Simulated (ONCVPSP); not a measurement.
Before and after: ONCV potential for Al (Z = 13)

aluminium (Al), optimised norm-conserving Vanderbilt (ONCV), made with ONCVPSP 4.0.1 (Wu-Cohen, scalar-relativistic). Core [He], reference 2s2 2p6 3s1.5 3p1.5. Waves: 2s+3s: rc 1.20 bohr, ncon 4, nbas 7, qcut 9 1/bohr, 2 projectors; 2p+3p: rc 1.25 bohr, ncon 4, nbas 8, qcut 11.2 1/bohr, 2 projectors. Local part: polynomial inside 1.15 bohr (lpopt 5, dvloc0 0 Ha). Core correction: polynomial model core, fcfact 0.35.

All-electron outer shells of the reference configuration (Wu-Cohen, scalar-relativistic, ld1.x):

```csv
shell,level (eV),outermost node (bohr),outermost maximum (bohr)
1s,-1510.89,–,0.08
2s,-108.87,0.16,0.50
2p,-70.58,–,0.43
3s,-8.14,0.80,2.06
3p,-3.01,0.82,2.61
```

Change: p: rc 1.82.

Cutoffs: the cutoffs (Ha) at which the residual kinetic energy of the hardest occupied pseudo-wave falls to 1 and 0.1 mHa per electron; they do not see the model core or the augmentation charge, which bear on the density cutoff. Errors are all-electron minus pseudo energies relative to the spin-unpolarised reference configuration.

**Question.** How do hardness, ghosts and transferability respond?

**Answer.** The potential gets softer (51 Ha and 57 Ha → 36 Ha and 42 Ha); of the 4 tests that both files solve, the error grows in 2 and shrinks in 1 by more than 15 % and 0.3 meV (median size 0.5 → 1.4 meV); neither file shows a bound ghost. A larger radius leaves more room for a smooth pseudo-wave, so fewer plane waves are needed.

```tsv
quantity	base	changed
cutoff, loose	51 Ha	36 Ha
cutoff, tight	57 Ha	42 Ha
loose cutoff by channel	s 27 Ha, p 51 Ha	s 27 Ha, p 36 Ha
bound ghosts	none	none
GHOST(+) flags under 300 eV	none	none
error for 2s2 2p6 3s2 3p1, meV [ΔE -2.54 eV]	-0.1	-0.3
error for 2s2 2p6 3s2 3p0, meV [ΔE 3.20 eV]	+0.4	-0.1
error for 2s2 2p6 3s1 3p0, meV [ΔE 22.39 eV]	+0.5	-2.6
error for 2s1 2p6 3s2 3p1, meV [ΔE 117.93 eV]	-552	-686
s: phases at 1.22 bohr within 0.05 rad from the reference energy up to (Ha; the scan ends near 5)	to the end of the scan	to the end of the scan
rms error of d²Exc/dni dnj with the model core, mHa	1.21	3.10
```
